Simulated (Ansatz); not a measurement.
System: C2H3F3, charge 0, singlet. C2H3F3 (1,1,1-trifluoroethane, SMILES CC(F)(F)F).
B3LYP-D3(BJ)/def2-TZVP minimum from Ansatz (a first-principles code):
```xyz
8

C      1.4528    -0.2629     0.0397
C     -0.0242     0.0044    -0.0007
F     -0.6487    -0.7640    -0.9188
F     -0.2935     1.2903    -0.3127
F     -0.6123    -0.2450     1.1891
H      1.6222    -1.3074     0.2939
H      1.9133     0.3760     0.7906
H      1.8835    -0.0493    -0.9367
```
Charge 0, spin multiplicity 1.

Wanted: atomisation energy (electronic, to ground-state atoms), in kcal/mol. Radicals and triplets start from unrestricted determinants; spin-orbit coupling is neglected. CBS(X,Y): correlation extrapolated as X^-3, Hartree-Fock from the larger set. A bracket is a step between two methods taken in the basis named. Functionals run without relativity, which enters their misses. Double hybrids freeze cores in their MP2 part. 'core' is core correlation in cc-pwCVTZ, 'X2C' scalar relativity in cc-pVTZ-DK, both at CCSD(T). For partners of very few electrons the exact lower level stands in for a higher one.

CCSD(T)/CBS(cc-pVTZ,cc-pVQZ) + [CCSDT(Q) - CCSD(T)]/cc-pVDZ + core + X2C (Ansatz) gives 762.4 kcal/mol.

Question: What does PBE/def2-TZVPD (Ansatz) give here, and how do the other levels compare?

Answer: PBE gives 783.5 kcal/mol, 21.1 kcal/mol above it. Differences of the others: B2PLYP/def2-TZVPD (Ansatz) -11.7; CCSD(T)/CBS(cc-pVTZ,cc-pVQZ) + core + X2C (Ansatz) -0.8 kcal/mol. Nearer than PBE: B2PLYP/def2-TZVPD, CCSD(T)/CBS(cc-pVTZ,cc-pVQZ) + core + X2C.
